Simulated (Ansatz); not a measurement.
Ideal-gas functions of Br2Cl2Hf, SMILES `[Cl][Hf]([Cl])([Br])[Br]` at 400 K and 1 bar, from an Ansatz frequency run at PBE0-D4/def2-TZVP.

Molar mass 409.2 g/mol, point group C2v (symmetry number 2), electronic degeneracy 1, moments of inertia 660.299, 905.616, 1061.31 u Å². Harmonic wavenumbers (cm⁻¹, unscaled): 66, 81, 83, 91, 100, 255, 277, 391, 395.

Use S(trans) = R[1.5 ln M + 2.5 ln T − 1.1517]; rotational temperatures θ = 24.2544 K / I; S(rot) = R[ln(√π/σ · √(T³/θAθBθC)) + 1.5]; for each mode x = 1.438777 ν̃/T, S = R[x/(eˣ − 1) − ln(1 − e⁻ˣ)] and H = RT x/(eˣ − 1); 1 cm⁻¹ = 0.0119627 kJ/mol; R = 8.31446 J/(mol·K).

**Question.** By hand: the entropy, in J/(mol·K).

**Answer.** Translation 190.0. Rotation: θ = 0.0367, 0.0268, 0.0229 K, giving 130.7. Vibration, mode by mode: 20.29, 18.60, 18.40, 17.64, 16.86, 9.32, 8.68, 6.13, 6.06, in all 122.0. Electronic 0.0. Sum 442.7 J/(mol·K).

**Question.** By hand: H − E and G − E in kJ/mol, counted from the electronic energy.

**Answer.** Zero-point energy ½ × 1739 × 0.0119627 = 10.4; thermal vibration 21.2; translation, rotation and pV give 4 RT = 13.3. H − E = 44.9 kJ/mol, and G − E = 44.9 − 400 × 442.7/1000 = -132.2 kJ/mol.

Vibration gives 28 % of the entropy, 91.8 J/(mol·K) of it from the modes under 150 cm⁻¹: soft modes count most, and the harmonic formula is weakest for them.
